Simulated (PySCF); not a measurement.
Work out the structure from these simulated measurements.

Formula: C6H11B.

| Quantity | Value |
| --- | --- |
| Valence photoelectron | vertical ionisation energy: 9.01 eV [ΔSCF wB97X-D/def2-SVPD] |
| 13C NMR | chemical shifts (computed TMS as zero) by class: 138.6 (1 C), 110.0 (1 C), 62.3 (1 C), 37.0 (1 C), 36.5 (1 C), 29.7 (1 C) ppm [GIAO KT2/pcSseg-1] |
| NMR, other nuclei | isotropic shieldings of nuclei other than C and H, by class: 15 (1 B) ppm [GIAO KT2/pcSseg-1] |
| Dipole | 0.85 D [wB97X-D/def2-SVPD] |
| Triplet | lowest triplet excitation (Tamm–Dancoff): 4.34 eV [TDA wB97X-D/def2-SVPD] |
| UV, first state | lowest singlet excitation: 5.28 eV (235 nm, f = 0.011) [TDDFT wB97X-D/def2-SVPD] |
| Rotational structure | rotational constants A, B, C: 6.278, 1.639, 1.412 GHz [PBE0-D3(BJ)/def2-SVP] |
| 1H NMR | chemical shifts (computed TMS as zero) by class: 7.46 (1 H), 5.86 (1 H), 5.09 (1 H), 5.00 (1 H), 2.28 (1 H), 2.14 (1 H), 2.11 (1 H), 1.46 (1 H), 1.40 (1 H), 1.31 (1 H), 0.67 (1 H) ppm [GIAO KT2/pcSseg-1] |
| Couplings | largest of the computed one-bond spin–spin couplings (means over like bonds): 13C–1H +168.7, 13C–1H +163.3, 13C–1H +156.7, 11B–1H +143.3, 13C–1H +140.1, 13C–1H +138.5, 13C–1H +137.6, 13C–1H +130.3 Hz [B3LYP/pcJ-1, spin–dipole term left out for some pairs] |

Gas-phase values; electronic properties from PySCF, density fitting. Levels stand in brackets. Geometry: PBE0-D3(BJ)/def2-SVP, one conformer, isolated molecule. NMR classes are plain means over equivalent atoms (diastereotopic ones count apart unless rotation or inversion swaps them), as if these changed places fast.

Q: Give a SMILES that accounts for the data.

A: Numbering: `[CH2:1]=[CH:2][C@@H:3]1[BH:4][CH2:5][CH2:6][CH2:7]1`. 6 carbons fall into 6 classes; from least to most shielded: alkene CH carbon [C2] (138.6 ppm), terminal =CH2 carbon [C1] (110.0 ppm), ring sp3 carbon bound to boron [C3] (62.3 ppm), ring CH2 carbon [C7] (37.0 ppm), ring sp3 carbon bound to boron [C5] (36.5 ppm), ring CH2 carbon [C6] (29.7 ppm). Hydrogen classes from least to most shielded: 1 H on a three-coordinate boron, B4 (7.46 ppm), 1 H on an alkene CH carbon, C2 (5.86 ppm), 1 H on a terminal =CH2 carbon, C1 (5.09 ppm), 1 H on a terminal =CH2 carbon, C1 (5.00 ppm), 1 H on an sp3 carbon bound to boron, C5 (2.28 ppm), 1 H on a ring CH2 carbon, C6 (2.14 ppm), 1 H on a ring CH2 carbon, C7 (2.11 ppm), 1 H on an sp3 carbon bound to boron, C3 (1.46 ppm), 1 H on a ring CH2 carbon, C6 (1.40 ppm), 1 H on a ring CH2 carbon, C7 (1.31 ppm), 1 H on an sp3 carbon bound to boron, C5 (0.67 ppm). The other shieldings belong to: 15 ppm, three-coordinate boron [B4]. The couplings run between: +168.7 Hz, terminal =CH2 carbon [C1] and its hydrogen; +163.3 Hz, terminal =CH2 carbon [C1] and its hydrogen; +156.7 Hz, alkene CH carbon [C2] and its hydrogen; +143.3 Hz, three-coordinate boron [B4] and its hydrogen; +140.1 Hz, ring CH2 carbon [C7] and its hydrogen; +138.5 Hz, ring CH2 carbon [C6] and its hydrogen; +137.6 Hz, sp3 carbon bound to boron [C5] and its hydrogen; +130.3 Hz, ring CH2 carbon [C6] and its hydrogen. The first electron is taken from the HOMO, whose largest Löwdin shares are 0.34 on the terminal =CH2 carbon, 0.27 on the alkene CH carbon, 0.11 on an sp3 carbon bound to boron and 0.09 on the three-coordinate boron. The optimised geometry has point group C1 and is an asymmetric top. Structure: `B1CCC[C@@H]1C=C`. Computed isomers that give other values at the same levels: `B/C(=C/C)C(=C)C` (lowest singlet excitation: 4.64 eV (267 nm, f = 0.040)); `C=C=CCB(C)C` (rotational constant A: 5.494 GHz; this holds for the one conformer computed); `B/C(=C\C)C(=C)C` (lowest singlet excitation: 4.41 eV (281 nm, f = 0.107)). The assignments are read from this structure; whether some other isomer fits the data as well wasn't checked. The mirror image fits equally.
